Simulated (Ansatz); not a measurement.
## Ansatz (development build ahead of 0.2.0) run

```yaml
crystal:
  periodic: [false, false, false]
  atoms:
    - { symbol: Cu, position_ang: [0.0, 0.0, 0.0] }
    - { symbol: "N", position_ang: [0.0, 0.0, 1.8] }
basis:
  gaussian: { orbitals: def2-SVP }
magnetization:
  spin_polarized: true
  initial_magnetization: 2
hamiltonian:
  xc: pbe0
scf:
  omitted_lower_state_checks: [starts, atomic_configurations, cluster_reference, orbital_swaps, given_window_search, neighbouring_geometries, increment]
output:
  forces: true
```

The input is written out in the form of the current development build from the run's settings.

Results

- Converged: yes
- Total energy: -1694.53633 hartree
- Spin squared of the determinant: 2.073
- Stability test: minimum

Forces (eV/Å):
```csv
atom,Fx,Fy,Fz
Cu1,0.000,0.000,-0.149
N2,0.000,0.000,0.149
```
